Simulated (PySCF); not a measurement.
C3H13GeNSi.
Numbering: `[CH3:1][CH:2]([CH3:3])[N:4]([SiH3:5])[GeH3:6]` (hydrogens: H7, H8, H9 on C1; H10 on C2; H11, H12, H13 on C3; H14, H15, H16 on Si5; H17, H18, H19 on Ge6)

Geometry (PBE0-D3(BJ)/def2-SVP, Å), atoms numbered from 1 in this order:
```xyz
19
C3H13GeNSi angstrom
C     -1.6375   -1.0354    0.8871
C     -0.9688   -0.9259   -0.4773
C     -1.5790    0.1882   -1.3224
N      0.4913   -0.7907   -0.3647
Si     1.4404   -1.8127   -1.4019
Ge     1.2278    0.4494    0.7899
H     -1.1933   -1.8508    1.4764
H     -2.7162   -1.2261    0.7824
H     -1.5272   -0.0991    1.4602
H     -1.1637   -1.8814   -1.0032
H     -1.0989    0.2322   -2.3111
H     -1.4445    1.1674   -0.8363
H     -2.6590    0.0303   -1.4691
H      1.1478   -1.5742   -2.8544
H      2.8859   -1.5423   -1.1466
H      1.1547   -3.2621   -1.1442
H      0.4818    1.7939    0.6693
H      2.6981    0.6159    0.3779
H      1.1469   -0.0244    2.2569
```

The calculation used PySCF, TDDFT CAM-B3LYP/def2-SVPD, vertical, gas phase, core orbitals frozen in the response. The CAM-B3LYP/def2-SVPD calculation is non-relativistic and has no spin–orbit coupling, an omission that weighs most on germanium.

Transition dipole moments from the ground state, in atomic units and in the frame of the coordinates above (overall signs are arbitrary), for the states with f of 0.002 or more among the lowest 8:

| state | E (eV) | μx | μy | μz |
| --- | --- | --- | --- | --- |
| S1 | 5.945 | 0.028 | -0.084 | 0.130 |
| S2 | 6.260 | -0.022 | 0.262 | -0.287 |
| S3 | 6.793 | -0.056 | -0.075 | -0.117 |
| S4 | 6.912 | -0.151 | -0.014 | 0.018 |
| S5 | 7.118 | 0.001 | 0.120 | -0.100 |
| S7 | 7.572 | 0.034 | -0.106 | 0.155 |
| S8 | 7.732 | -0.086 | 0.193 | -0.076 |

Q: What oscillator strength does each state have?

A: f = (2/3) ΔE |μ|² with ΔE in hartree (27.2114 eV).

| state | \|μ\|² (au) | \|μ\| (D) | f |
| --- | --- | --- | --- |
| S1 | 0.025 | 0.40 | 0.004 |
| S2 | 0.152 | 0.99 | 0.023 |
| S3 | 0.023 | 0.38 | 0.004 |
| S4 | 0.023 | 0.39 | 0.004 |
| S5 | 0.024 | 0.40 | 0.004 |
| S7 | 0.037 | 0.49 | 0.007 |
| S8 | 0.050 | 0.57 | 0.010 |

Q: Which bond between heavy atoms lies closest to the direction of the S2 transition dipole?

A: C2–C3, at 23° from it; next C1–C2 at 47°.

The vertical ionisation energy (ΔSCF) is 8.48 eV, 0.75 eV above S8.

On Arm Neoverse V2, one thread, shared host with 192 logical CPUs at a one-minute load of 21, this took 98 s of wall time and 1.5 GiB of memory at its peak.

One conformer stands for the species.

Without π bonds the low states may be Rydberg-like; a valence basis with one diffuse set may place them up to an eV too high.
